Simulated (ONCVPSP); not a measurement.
## u(r) = r·R(r): atom against pseudo-atom (iron)

Columns: radius, all-electron u(r) and pseudo u(r) of the 3p shell (level -59.93 eV) of iron in the configuration [Ne] 3s2 3p6 3d6 4s2; LDA (Perdew-Wang 92), scalar-relativistic, ONCV scheme, ONCVPSP 4.0.1.

```tsv
r (bohr)	all-electron	pseudo
0.095	-0.5205	0.0473
0.190	-0.5234	0.1855
0.285	-0.0707	0.3988
0.380	0.4383	0.6507
0.475	0.8253	0.8884
0.570	1.0553	1.0629
0.665	1.1515	1.1490
0.760	1.1531	1.1519
0.855	1.0952	1.0950
0.950	1.0045	1.0043
1.045	0.8993	0.8992
1.140	0.7914	0.7912
1.235	0.6874	0.6873
1.330	0.5914	0.5913
1.425	0.5049	0.5048
1.520	0.4285	0.4285
1.615	0.3620	0.3619
1.710	0.3046	0.3045
1.805	0.2555	0.2555
1.900	0.2138	0.2137
1.995	0.1785	0.1784
2.090	0.1487	0.1487
2.185	0.1237	0.1237
2.280	0.1028	0.1028
2.375	0.0853	0.0853
2.470	0.0708	0.0707
```

How many radial nodes do the two functions have?

The all-electron 3p function has n − l − 1 = 1; the pseudo-wave has 0, since the states of the same l below it are removed with the core.

At about which radius was the pseudo-wave matched?

1.00 bohr. The columns agree to 0.0005 from 0.85 bohr on; several derivatives are matched, so the curves merge somewhat inside the radius.

Is the pseudo-wave norm-conserving?

Yes: the ONCV scheme keeps the norm inside the radius equal to the all-electron one, which fixes the energy derivative of the logarithmic derivative at the level.
